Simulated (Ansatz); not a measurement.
`[SiH3]OB(S)S` + `[F][Sc]([Cl])[O][SiH3]` → `SB(S)Cl` + `[F][Sc]([O][SiH3])[O][SiH3]`  (redistribution)

Isolated molecules relaxed with PBE0-D4/def2-TZVP in Ansatz; ΔE leaves out vibrations. CCSD(T)/CBS is the MP2 limit (def2-TZVPP, def2-QZVPP) plus CCSD(T) − MP2 in def2-TZVPP, frozen cores. Functionals use def2-TZVPP. B3LYP here is the variant with VWN-RPA as its local correlation; programs differ in this. For Sc outer-core shells are correlated without core-valence functions, which leaves a few kJ/mol of doubt a bond. Scalar relativity is left out up to krypton. One conformer a species, not always the lowest.

```csv
level,ΔE (kcal/mol),difference from CCSD(T)/CBS
PBE-D4,12.2,-0.4
PBE0-D4,13.7,1.1
B3LYP-D4,14.3,1.7
ωB97X-V,14.0,1.4
B2PLYP,13.3,0.7
PBE,11.9,-0.7
r2SCAN,13.8,1.2
PBE0,13.4,0.8
B3LYP,13.9,1.3
HF/def2-TZVPP,18.3,5.7
SCS-MP2/def2-TZVPP,12.3,-0.3
CCSD(T)/def2-TZVPP,13.2,0.6
HF/def2-QZVPP,18.4,5.8
MP2/def2-QZVPP,11.7,-0.9
MP2/CBS(def2),11.4,-1.2
CCSD/CBS(def2),13.1,0.5
CCSD(T)/CBS,12.6,0
```

Largest T1 diagnostic among the species: 0.015.

In def2-TZVPP, CCSD(T) changes the Hartree–Fock value by −5.1 kcal/mol (the triples alone add −0.6 kcal/mol) and MP2 by −6.3 kcal/mol. From PBE to PBE0 (25 % exact exchange), in def2-TZVPP and without D4, ΔE moves by +1.5 kcal/mol.
